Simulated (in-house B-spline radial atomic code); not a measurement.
# Solving the quasi-particle equation for 3s of Si2+

Configuration [Ne] 3s2, start r2SCAN; correlation leaves out the 3 deepest shells. Computed with an all-electron radial atomic-structure program (B-spline basis): all electrons, non-relativistic, point nucleus, each spin shell either full or empty, empty states to l = 9 with an (l + 1/2)⁻⁴ tail; G0W0 by contour deformation at full frequency.

At the mean-field level ε = -28.659 eV the matrix elements are Σx = -14.979 eV, v_xc = -11.49 eV and Σc(ε) = -1.756 eV, and the slope of the correlation self-energy is dΣc/dω = -0.0857. The quasi-particle energy solves E = ε + Σx − v_xc + Σc(E).

Question: What does the linearised equation give?

Answer: Z = 1/(1 − dΣc/dω) = 1/1.0857 = 0.9211. The first-order shift is Σx − v_xc + Σc(ε) = -14.979 − (-11.49) + (-1.756) = -5.245 eV, so E ≈ ε + Z × shift = -28.659 + 0.9211 × (-5.245) = -33.490 eV.

Question: How does that compare with the full solution and with static screening?

Answer: Solving the equation at full frequency dependence gives E = -33.534 eV, where Σc = -1.386 eV and the weight is 0.935; the linearised value is off by 44 meV. Leaving Z out would give -33.904 eV. Static COHSEX puts -3.496 eV in place of Σc and gives -35.644 eV, 2.11 eV deeper. The tabulated removal energy is 33.493 eV (NIST, measured); the run leaves out relativity, Breit and QED terms.
